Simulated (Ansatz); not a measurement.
Consider the redistribution: `O[Si](O)(F)O[SiH3]` + `C[SiH2]C(F)Br` → `O[Si](F)(Br)O[SiH3]` + `C[SiH2]C(O)F`.

Calculated with Ansatz (gas phase, PBE0-D4/def2-TZVP geometries, no zero-point term in ΔE). CBS: MP2 limit from def2 TZ/QZ plus the TZ coupled-cluster correction, frozen cores. DFT in def2-TZVPP. B3LYP here is the variant with VWN-RPA as its local correlation; programs differ in this. For Br outer-core shells are correlated without core-valence functions, which leaves a few kJ/mol of doubt a bond. Scalar relativity is left out up to krypton. One conformer a species, not always the lowest.

| level | ΔE (kJ/mol) | difference from CCSD(T)/CBS |
| --- | --- | --- |
| PBE-D4 | 23.3 | -10.2 |
| PBE0-D4 | 23.9 | -9.6 |
| B3LYP-D4 | 30.5 | -3.0 |
| ωB97X-V | 24.3 | -9.2 |
| ωB97M-V | 27.3 | -6.2 |
| B2PLYP | 33.1 | -0.4 |
| r2SCAN | 30.3 | -3.2 |
| PBE0 | 24.1 | -9.4 |
| B3LYP | 30.7 | -2.8 |
| HF/def2-TZVPP | 29.4 | -4.1 |
| MP2/def2-TZVPP | 36.5 | 3.0 |
| HF/def2-QZVPP | 30.4 | -3.1 |
| MP2/def2-QZVPP | 36.0 | 2.5 |
| SCS-MP2/def2-QZVPP | 36.3 | 2.8 |
| HF/CBS(def2) | 30.5 | -3.0 |
| MP2/CBS(def2) | 35.0 | 1.5 |
| CCSD(T)/CBS | 33.5 | 0 |

Largest T1 diagnostic among the species: 0.012.

In def2-TZVPP, CCSD(T) changes the Hartree–Fock value by +5.5 kJ/mol (the triples alone add +0.5 kJ/mol) and MP2 by +7.1 kJ/mol.
